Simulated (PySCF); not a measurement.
H₄Sn, SMILES [SnH4] (connectivity only; charge and spin as stated), charge +1, multiplicity 2.

Coordinates come from a B3LYP-D3(BJ)/def2-TZVPD optimisation. The geometry has at least one imaginary mode, so it is a saddle point at that level. The spin state was assumed, not searched. The isomer is the one that the SMILES or the coordinates give; other isomers of the formula were not compared. The def2 effective core potentials stand for the cores of Sn; spin–orbit coupling is left out.

Computed with B3LYP-D3(BJ)/def2-TZVPD (PySCF).

Frequencies are harmonic and unscaled.

Modes within 1.5 cm⁻¹ of each other (mostly degenerate sets) share a row, with their intensities summed.

Question: Give all harmonic wavenumbers and intensities. (Estimate from the structure and the level; the computed values follow.)

Answer: 
| mode | ν (cm⁻¹) | IR (km/mol) | moving atoms (share of kinetic energy) |
|---|---|---|---|
| 1–2 | 316i | 246.4 | H 98 % |
| 3 | 524 | 10.8 | H 97 % |
| 4 | 608 | 0.0 | H 100 % |
| 5 | 741 | 0.0 | H 100 % |
| 6 | 1636 | 13.9 | H 100 % |
| 7–8 | 1724 | 379.7 | H 99 % |
| 9 | 1780 | 0.0 | H 100 % |
